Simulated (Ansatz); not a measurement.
A nudged elastic band was laid between two geometries of C$_{2}$H$_{5}$AlS (9 atoms, charge 0, multiplicity 1).

Method: RKS PBE0-D4/def2-SVP (Ansatz).

* movable images: 5
* climbing image: yes
* spring: 5.0 eV/Å²
* optimiser: quadratic models (default)
* start path: through a guess of the saddle point
* force threshold: 0.05 eV/Å
* iteration limit: 60
* end points: relaxed

Image 0:

```xyz
9
Properties=species:S:1:pos:R:3
C -0.362 1.531 -0.960
Al 0.016 -0.204 -0.184
C 0.398 -1.420 1.256
S 0.324 -2.295 -0.451
H -0.536 1.465 -2.044
H -1.253 1.979 -0.491
H 0.481 2.220 -0.787
H 1.394 -1.517 1.709
H -0.375 -1.805 1.934
```

Image 6:

```xyz
9
Properties=species:S:1:pos:R:3
C -0.374 1.572 -0.954
Al -0.335 -0.010 0.167
C -0.389 -1.420 1.251
S 0.948 -2.033 0.185
H -0.476 1.295 -2.015
H -1.222 2.222 -0.686
H 0.553 2.155 -0.841
H 2.135 -1.751 0.834
H -0.753 -2.076 2.041
```

Question: What changes between the two ends?

Answer: Bonds broken: C3–H8. Bonds formed: S4–H8.

Question: Give the energies along the band, and the barrier.

Answer: The forces met the threshold. The highest image is number 4 of 0 to 6, 312.2 kJ/mol above the first end and 110.0 kJ/mol above the last; the last end lies 202.3 kJ/mol above the first. Neighbouring images differ by up to 1.6 eV, so the band resolves the path poorly. A vibrational analysis at the climbing image gives one clearly imaginary mode, 968i cm⁻¹: a first-order saddle point. The orbitals stay closed-shell, which can raise the energy where a bond breaks towards radicals; this wasn't checked here.

| image | path coordinate (Å) | energy (kJ/mol) | C3–H8 (Å) | S4–H8 (Å) |
| --- | --- | --- | --- | --- |
| 0 | 0.00 | 0.0 | 1.10 | 2.53 |
| 1 | 0.52 | 0.1 | 1.10 | 2.53 |
| 2 | 1.03 | 27.6 | 1.09 | 2.27 |
| 3 | 1.55 | 186.5 | 1.22 | 1.78 |
| 4 | 2.07 | 312.2 | 1.79 | 1.39 |
| 5 | 2.65 | 240.7 | 2.25 | 1.33 |
| 6 | 3.24 | 202.3 | 2.58 | 1.38 |

Question: What is the geometry of the highest image?

Answer: 
```xyz
9
Properties=species:S:1:pos:R:3:forces:R:3
C -0.345 1.517 -0.951 0.00 0.00 0.00
Al -0.161 -0.114 0.081 -0.01 0.00 0.00
C -0.157 -1.212 1.548 0.00 0.01 0.02
S 1.104 -2.016 -0.207 0.00 0.00 0.00
H -0.757 1.300 -1.950 0.00 0.00 0.00
H -1.011 2.240 -0.456 0.00 0.00 0.00
H 0.638 1.991 -1.094 0.00 0.00 0.00
H 1.503 -1.685 1.078 0.01 0.00 -0.01
H -0.725 -2.068 1.934 -0.01 0.00 -0.01
```

The band took 18 iterations and about 4 core-minutes.

Time of the run: 2.1 min on 2 threads of Intel(R) Xeon(R) Platinum 8488C (Sapphire Rapids), on a shared host, peak memory 0.2 GiB.
